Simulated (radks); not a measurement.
Values are calculated unless marked as measured or tabulated.
The nuclear charge of the krypton ion Kr2+ is varied continuously with 34 electrons held in [Ar] 3d10 4s2 4p4. Level of theory: Dirac Kohn-Sham, PBEsol, spin-unpolarised, spherical densities, point nucleus; open shells fill j = l - 1/2 first (a radial shooting solver on a logarithmic mesh with Libxc functionals). By the Hellmann-Feynman theorem dE/dZ = E(electron-nucleus)/Z, the electronic potential at the nucleus.

Z     E (hartree)  E(electron-nucleus)/Z (hartree)   HOMO  e(HOMO) (eV)  <r> HOMO (bohr)
35.6  -2713.29970                         -183.530  4p3/2       -25.010            1.828
35.8  -2750.14325                         -184.906  4p3/2       -27.790            1.786
36    -2787.26196                         -186.282  4p3/2       -30.661            1.747
36.2  -2824.65589                         -187.658  4p3/2       -33.622            1.710
36.4  -2862.32509                         -189.034  4p3/2       -36.670            1.675
36.6  -2900.26962                         -190.411  4p3/2       -39.805            1.642
36.8  -2938.48958                         -191.789  4p3/2       -43.025            1.610
37    -2976.98506                         -193.166  4p3/2       -46.330            1.581

The central difference of E at Z = 36 is -186.282 hartree, to compare with the third column; the second derivative is -6.88 hartree.
